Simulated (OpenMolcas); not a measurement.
# GeS at 2.025 Å: OpenMolcas input and output

Input (each module block was a call of its own in one work directory; start orbitals came from a preliminary run):

```
&GATEWAY
Coord
2
angstrom
Ge 0.0 0.0 0.0
S 0.0 0.0 2.0250
Basis=ANO-RCC-VTZP
Group=XY
RX2C
AMFI
ANGMom
0.0 0.0 0.0
RICD
&SEWARD
&GUESSORB
&RASSCF
FileOrb=$CurrDir/o11.orb
Symmetry=1
Spin=1
nActEl=8 0 0
Inactive=12 8
RAS2=3 4
CIRoot=5 5 1
Linear
Iterations=120 100
OrbListing=Nothing
PRWF=0.15
>>COPY $Project.RasOrb $CurrDir/o11.orb
>>COPY $Project.rasscf.h5 $CurrDir/r11.h5
&CASPT2
XMultistate=all
Imaginary=0.2
IPEA=0.25
MaxIter=40
>>COPY $Project.JobMix JOB001
&RASSCF
FileOrb=$CurrDir/o31.orb
Symmetry=1
Spin=3
nActEl=8 0 0
Inactive=12 8
RAS2=3 4
CIRoot=4 4 1
Linear
Iterations=120 100
OrbListing=Nothing
PRWF=0.15
>>COPY $Project.RasOrb $CurrDir/o31.orb
>>COPY $Project.rasscf.h5 $CurrDir/r31.h5
&CASPT2
XMultistate=all
Imaginary=0.2
IPEA=0.25
MaxIter=40
>>COPY $Project.JobMix JOB002
&RASSCF
FileOrb=$CurrDir/o32.orb
Symmetry=2
Spin=3
nActEl=8 0 0
Inactive=12 8
RAS2=3 4
CIRoot=2 2 1
Linear
Iterations=120 100
OrbListing=Nothing
PRWF=0.15
>>COPY $Project.RasOrb $CurrDir/o32.orb
>>COPY $Project.rasscf.h5 $CurrDir/r32.h5
&CASPT2
XMultistate=all
Imaginary=0.2
IPEA=0.25
MaxIter=40
>>COPY $Project.JobMix JOB003
```

```bash
pymolcas m.inp
```

RASSCF and CASPT2 output of these blocks, in excerpt:

```
++    Wave function specifications:
      Number of closed shell electrons          40
      Number of electrons in active shells       8
      Number of inactive orbitals               20
      Number of active orbitals                  7
      Number of secondary orbitals              50
      Spin quantum number                      0.0
      State symmetry                             1
++    Orbital specifications:
      Symmetry species                           1   2
                                                 a   b
      Frozen orbitals                            0   0
      Inactive orbitals                         12   8
      Active orbitals                            3   4
      RAS2 orbitals                              3   4
      Secondary orbitals                        26  24
      Number of basis functions                 41  36
      printout of CI-coefficients larger than  0.15 for root  1
      energy=   -2495.835532
      conf/sym  111 2222     Coeff  Weight
           123  022 u02d   0.28019 0.07851
           129  022 0ud2  -0.28019 0.07851
           130  022 0022   0.88306 0.77979
      printout of CI-coefficients larger than  0.15 for root  2
      energy=   -2495.690355
      conf/sym  111 2222     Coeff  Weight
           124  022 0u2d  -0.68380 0.46759
           128  022 u0d2  -0.68380 0.46759
      printout of CI-coefficients larger than  0.15 for root  3
      energy=   -2495.689716
      conf/sym  111 2222     Coeff  Weight
           123  022 u02d  -0.47213 0.22290
           124  022 0u2d  -0.50665 0.25670
           128  022 u0d2   0.50665 0.25670
           129  022 0ud2  -0.47213 0.22290
      printout of CI-coefficients larger than  0.15 for root  4
      energy=   -2495.689716
      conf/sym  111 2222     Coeff  Weight
           123  022 u02d  -0.50665 0.25670
           124  022 0u2d   0.47213 0.22291
           128  022 u0d2  -0.47213 0.22290
           129  022 0ud2  -0.50665 0.25670
      printout of CI-coefficients larger than  0.15 for root  5
      energy=   -2495.604629
      conf/sym  111 2222     Coeff  Weight
            70  u2d 0022  -0.30159 0.09096
           122  022 uudd  -0.22938 0.05261
           123  022 u02d   0.56224 0.31611
           129  022 0ud2  -0.56224 0.31611
           130  022 0022  -0.34498 0.11901
      Natural orbitals and occupation numbers for root  1
      sym 1:   0.031610   1.980916   1.956000
      sym 2:   0.070918   0.070918   1.944819   1.944819
      Natural orbitals and occupation numbers for root  2
      sym 1:   0.021814   1.985588   1.960604
      sym 2:   0.519307   0.519305   1.496690   1.496691
      Natural orbitals and occupation numbers for root  3
      sym 1:   0.021341   1.984738   1.956103
      sym 2:   0.520456   0.520457   1.498453   1.498452
      Natural orbitals and occupation numbers for root  4
      sym 1:   0.021341   1.984738   1.956103
      sym 2:   0.520456   0.520457   1.498453   1.498452
      Natural orbitals and occupation numbers for root  5
      sym 1:   0.140593   1.970691   1.858436
      sym 2:   0.428652   0.428652   1.586488   1.586488
      RASSCF energy for state  5                  -2495.60462866
::    RASSCF root number  1 Total energy:  -2495.83553190
::    RASSCF root number  2 Total energy:  -2495.69035469
::    RASSCF root number  3 Total energy:  -2495.68971568
::    RASSCF root number  4 Total energy:  -2495.68971568
::    RASSCF root number  5 Total energy:  -2495.60462866
      Von Neumann Entropy (Root   1) =  0.55982
++    Wave function specifications:
      Number of closed shell electrons           2
      Number of electrons in active shells       8
      Number of inactive orbitals                1
      Number of active orbitals                  7
      Number of secondary orbitals              50
      Spin quantum number                      0.0
      State symmetry                             1
      Number of CSFs                           254
      Number of CASSCF root(s) available         5
      CASPT2 state passed to geometry opt.       5
      A file JOBMIX will be created
      This is a MULTI-STATE CASSCF reference
      Number of CI roots used                    5
      These are:                                 1   2   3   4   5
      Off-diagonal elements of Heff are computed
  FINAL CASPT2 RESULT:
      Reference energy:       -2495.8355318990
      E2 (Non-variational):      -0.2044257355
      Shift correction:          -0.0025900102
      E2 (Variational):          -0.2070157458
      Total energy:           -2496.0425476448
      Reference weight:           0.90641
  FINAL CASPT2 RESULT:
      Reference energy:       -2495.6903546861
      E2 (Non-variational):      -0.1910723725
      Shift correction:          -0.0021019472
      E2 (Variational):          -0.1931743197
      Total energy:           -2495.8835290058
      Reference weight:           0.91585
  FINAL CASPT2 RESULT:
      Reference energy:       -2495.6897156799
      E2 (Non-variational):      -0.1901275196
      Shift correction:          -0.0020767534
      E2 (Variational):          -0.1922042730
      Total energy:           -2495.8819199529
      Reference weight:           0.91645
  FINAL CASPT2 RESULT:
      Reference energy:       -2495.6897156799
      E2 (Non-variational):      -0.1902285367
      Shift correction:          -0.0020835253
      E2 (Variational):          -0.1923120620
      Total energy:           -2495.8820277419
      Reference weight:           0.91633
  FINAL CASPT2 RESULT:
      Reference energy:       -2495.6046286590
      E2 (Non-variational):      -0.2091198257
      Shift correction:          -0.0049018568
      E2 (Variational):          -0.2140216825
      Total energy:           -2495.8186503415
      Reference weight:           0.89278
       Total XMS-CASPT2 energies:
::    XMS-CASPT2 Root  1     Total energy:  -2496.03659835
::    XMS-CASPT2 Root  2     Total energy:  -2495.88352925
::    XMS-CASPT2 Root  3     Total energy:  -2495.88203897
::    XMS-CASPT2 Root  4     Total energy:  -2495.88190872
::    XMS-CASPT2 Root  5     Total energy:  -2495.82459940
++    Wave function specifications:
      Number of closed shell electrons          40
      Number of electrons in active shells       8
      Number of inactive orbitals               20
      Number of active orbitals                  7
      Number of secondary orbitals              50
      Spin quantum number                      1.0
      State symmetry                             1
      printout of CI-coefficients larger than  0.15 for root  1
      energy=   -2495.721623
      conf/sym  111 2222     Coeff  Weight
            22  022 2uu0   0.24406 0.05956
            23  022 2u0u  -0.64821 0.42017
            97  022 u2u0  -0.64821 0.42017
            99  022 u20u  -0.24406 0.05956
      printout of CI-coefficients larger than  0.15 for root  2
      energy=   -2495.704307
      conf/sym  111 2222     Coeff  Weight
            22  022 2uu0   0.57967 0.33602
            23  022 2u0u   0.38549 0.14860
            97  022 u2u0  -0.38549 0.14860
            99  022 u20u   0.57967 0.33602
      printout of CI-coefficients larger than  0.15 for root  3
      energy=   -2495.704307
      conf/sym  111 2222     Coeff  Weight
            22  022 2uu0  -0.38549 0.14860
            23  022 2u0u   0.57967 0.33602
            97  022 u2u0  -0.57967 0.33602
            99  022 u20u  -0.38549 0.14860
      printout of CI-coefficients larger than  0.15 for root  4
      energy=   -2495.692605
      conf/sym  111 2222     Coeff  Weight
            22  022 2uu0   0.64891 0.42109
            23  022 2u0u   0.24432 0.05969
            97  022 u2u0   0.24432 0.05969
            99  022 u20u  -0.64891 0.42109
      Natural orbitals and occupation numbers for root  1
      sym 1:   0.026597   1.984276   1.966590
      sym 2:   1.490856   1.490856   0.520412   0.520412
      Natural orbitals and occupation numbers for root  2
      sym 1:   0.022337   1.986219   1.966505
      sym 2:   1.493585   1.493585   0.518885   0.518885
      Natural orbitals and occupation numbers for root  3
      sym 1:   0.022337   1.986219   1.966505
      sym 2:   1.493585   1.493585   0.518885   0.518885
      Natural orbitals and occupation numbers for root  4
      sym 1:   0.021628   1.984211   1.956131
      sym 2:   1.496777   1.496777   0.522238   0.522238
      RASSCF energy for state  4                  -2495.69260515
::    RASSCF root number  1 Total energy:  -2495.72162295
::    RASSCF root number  2 Total energy:  -2495.70430723
::    RASSCF root number  3 Total energy:  -2495.70430723
::    RASSCF root number  4 Total energy:  -2495.69260515
      Von Neumann Entropy (Root   1) =  1.76078
++    Wave function specifications:
      Number of closed shell electrons           2
      Number of electrons in active shells       8
      Number of inactive orbitals                1
      Number of active orbitals                  7
      Number of secondary orbitals              50
      Spin quantum number                      1.0
      State symmetry                             1
      Number of CSFs                           288
      Number of CASSCF root(s) available         4
      CASPT2 state passed to geometry opt.       4
      A file JOBMIX will be created
      This is a MULTI-STATE CASSCF reference
      Number of CI roots used                    4
      These are:                                 1   2   3   4
      Off-diagonal elements of Heff are computed
  FINAL CASPT2 RESULT:
      Reference energy:       -2495.7216229523
      E2 (Non-variational):      -0.1852584763
      Shift correction:          -0.0019916196
      E2 (Variational):          -0.1872500958
      Total energy:           -2495.9088730482
      Reference weight:           0.91888
  FINAL CASPT2 RESULT:
      Reference energy:       -2495.7043072320
      E2 (Non-variational):      -0.1870614414
      Shift correction:          -0.0019578328
      E2 (Variational):          -0.1890192742
      Total energy:           -2495.8933265062
      Reference weight:           0.91876
  FINAL CASPT2 RESULT:
      Reference energy:       -2495.7043072320
      E2 (Non-variational):      -0.1870678724
      Shift correction:          -0.0019638573
      E2 (Variational):          -0.1890317297
      Total energy:           -2495.8933389617
      Reference weight:           0.91868
  FINAL CASPT2 RESULT:
      Reference energy:       -2495.6926051527
      E2 (Non-variational):      -0.1872006265
      Shift correction:          -0.0019761488
      E2 (Variational):          -0.1891767753
      Total energy:           -2495.8817819280
      Reference weight:           0.91883
       Total XMS-CASPT2 energies:
::    XMS-CASPT2 Root  1     Total energy:  -2495.90887328
::    XMS-CASPT2 Root  2     Total energy:  -2495.89334339
::    XMS-CASPT2 Root  3     Total energy:  -2495.89332207
::    XMS-CASPT2 Root  4     Total energy:  -2495.88178170
++    Wave function specifications:
      Number of closed shell electrons          40
      Number of electrons in active shells       8
      Number of inactive orbitals               20
      Number of active orbitals                  7
      Number of secondary orbitals              50
      Spin quantum number                      1.0
      State symmetry                             2
      printout of CI-coefficients larger than  0.15 for root  1
      energy=   -2495.712121
      conf/sym  111 2222     Coeff  Weight
           222  02u u022  -0.74828 0.55993
           273  02u 0u22   0.59592 0.35512
      printout of CI-coefficients larger than  0.15 for root  2
      energy=   -2495.712121
      conf/sym  111 2222     Coeff  Weight
           222  02u u022   0.59592 0.35512
           273  02u 0u22   0.74828 0.55993
      Natural orbitals and occupation numbers for root  1
      sym 1:   0.025046   1.952238   1.015600
      sym 2:   1.012244   0.078778   1.985962   1.930131
      Natural orbitals and occupation numbers for root  2
      sym 1:   0.025046   1.952238   1.015600
      sym 2:   0.078778   1.012244   1.930131   1.985962
      RASSCF energy for state  2                  -2495.71212129
::    RASSCF root number  1 Total energy:  -2495.71212129
::    RASSCF root number  2 Total energy:  -2495.71212129
      Von Neumann Entropy (Root   1) =  1.35026
++    Wave function specifications:
      Number of closed shell electrons           2
      Number of electrons in active shells       8
      Number of inactive orbitals                1
      Number of active orbitals                  7
      Number of secondary orbitals              50
      Spin quantum number                      1.0
      State symmetry                             2
      Number of CSFs                           300
      Number of CASSCF root(s) available         2
      CASPT2 state passed to geometry opt.       2
      A file JOBMIX will be created
      This is a MULTI-STATE CASSCF reference
      Number of CI roots used                    2
      These are:                                 1   2
      Off-diagonal elements of Heff are computed
  FINAL CASPT2 RESULT:
      Reference energy:       -2495.7121212902
      E2 (Non-variational):      -0.1921342090
      Shift correction:          -0.0024149997
      E2 (Variational):          -0.1945492087
      Total energy:           -2495.9066704988
      Reference weight:           0.91252
  FINAL CASPT2 RESULT:
      Reference energy:       -2495.7121212901
      E2 (Non-variational):      -0.1921341760
      Shift correction:          -0.0024149983
      E2 (Variational):          -0.1945491743
      Total energy:           -2495.9066704644
      Reference weight:           0.91252
       Total XMS-CASPT2 energies:
::    XMS-CASPT2 Root  1     Total energy:  -2495.90667050
::    XMS-CASPT2 Root  2     Total energy:  -2495.90667046
```

Only roots inside an energy window near the equilibrium distance were included, so the list of states is not complete; labels number the states computed. Each spin and symmetry block has orbitals of its own, averaged over its own roots, so gaps between blocks are less sure than gaps within one and near the minimum can be off by tenths of an eV, in bad cases by more. No Rydberg orbitals are active, so Rydberg states, and σ→σ* states whose orbital the CASSCF left unused, can be missing between those listed. CASPT2 splits the two components of degenerate states numerically, here by up to 29 cm⁻¹. No roots were computed in block 5a (none fell in the window or the block failed), so states of that kind are missing and can lie low or lowest.
